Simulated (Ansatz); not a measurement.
Computed with Ansatz on PBE0-D4/def2-TZVP structures; ΔE is electronic, products minus reactants. CBS: MP2 limit from def2 TZ/QZ plus the TZ coupled-cluster correction, frozen cores. This one scheme is used for every species. DFT in def2-TZVPP. B3LYP here is the variant with VWN-RPA as its local correlation; programs differ in this. HSE06 is defined as in plane-wave codes. def2 core potentials past Kr. For In outer-core shells are correlated without core-valence functions, which leaves a few kJ/mol of doubt a bond. One conformer a species, not always the lowest.

`[NH2][In]([OH])[BH]S` + H₂S → `[NH2][In]([OH])[SH]` + `BS`  (cleavage of the In–B bond)

```tsv
level	ΔE (kJ/mol)	difference from CCSD(T)/CBS
LDA (SPW92)	-68.7	12.6
revPBE-D4	-76.3	5.0
BLYP-D4	-78.7	2.6
PBE0-D4	-80.9	0.4
r2SCANh-D4	-83.9	-2.6
ωB97X-V	-84.1	-2.8
ωB97M-V	-82.9	-1.6
PBE	-76.5	4.8
B3LYP	-84.6	-3.3
r2SCANh	-84.4	-3.1
r2SCAN0	-86.1	-4.8
HSE06	-82.3	-1.0
CCSD(T)/def2-SVP	-82.8	-1.5
MP2/def2-TZVPP	-83.4	-2.1
SCS-MP2/def2-TZVPP	-84.8	-3.5
HF/def2-QZVPP	-103.8	-22.5
CCSD(T)/CBS	-81.3	0
```

Question: What do rigid-rotor, harmonic-oscillator terms from PBE0-D4/def2-TZVP frequencies (298.15 K, 1 bar) make of the CCSD(T)/CBS value? (Best estimate.)

Answer: Computed: ΔZPE = +4.3 kJ/mol, ΔH = -79.3 kJ/mol, ΔS = -1 J/(mol·K), ΔG = -78.9 kJ/mol. Modes under 50 cm⁻¹ make the entropy rough.

Largest T1 diagnostic among the species: 0.017.

From PBE to PBE0 (25 % exact exchange), in def2-TZVPP and without D4, ΔE moves by −5.6 kJ/mol. Leaving LDA and LC-ωPBE aside and taking each functional with its dispersion term where it has one, the values, not all of them listed here, spread over 14.2 kJ/mol, from BHLYP-D4 to PBE-D4. LDA lies +7.7 kJ/mol from PBE without D4. In def2-TZVPP, CCSD(T) changes the Hartree–Fock value by +23.9 kJ/mol (the triples alone add +1.3 kJ/mol) and MP2 by +20.9 kJ/mol.

CCSD(T)/CBS has its own doubt, a few kJ/mol and more with outer-core shells, so smaller differences from it don't rank the levels.
